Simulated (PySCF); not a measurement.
**Diatomics of C with group 12**

PBE with double-zeta basis sets in PySCF, for the lowest determinant that a PBE0 search found; no spin–orbit coupling. De refers to high-spin ground-configuration atoms. A positive dipole means M(−)C(+).

```
 M       basis  state (unpaired electrons)  Re (Å)  ωe (cm⁻¹)  De (eV)  μ (D)
Zn  x2c-SVPall              triplet (π ↑↑)   1.963        488     1.41  -2.81
Cd    def2-SVP              triplet (π ↑↑)   2.161        415     1.25  -2.90
Hg    def2-SVP              triplet (π ↑↑)   2.149        393     0.95  -2.48
```

The shortest bond is that of ZnC (1.963 Å), the longest that of CdC (2.161 Å).

The rows differ in basis set, which adds steps of its own.

Down a group the atoms grow and get heavier, so bonds lengthen and wavenumbers fall; the exceptions here are the shorter bond at Hg. Relativity and the filled 4f shell contract the atoms of the sixth period.

Spin–orbit coupling is left out, which matters for elements this heavy, above all for dissociation energies. States were picked by a PBE0 search and need not be the measured ground states.
